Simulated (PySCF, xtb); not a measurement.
ScBr3, SMILES [Br][Sc]([Br])[Br].

GFN2-xTB (xtb) at its own geometry gives an orbital gap of 1.54 eV and a dipole moment of 0.00 D.

The structure is a stationary point at B3LYP-D3(BJ)/def2-SVP.

Question: What does ωB97X/def2-TZVP (PySCF) give? (An estimate is asked for; the answer gives what the named calculation found.)

Answer: gap 9.50 eV (levels -10.83 and -1.33 eV), dipole 0.00 D.
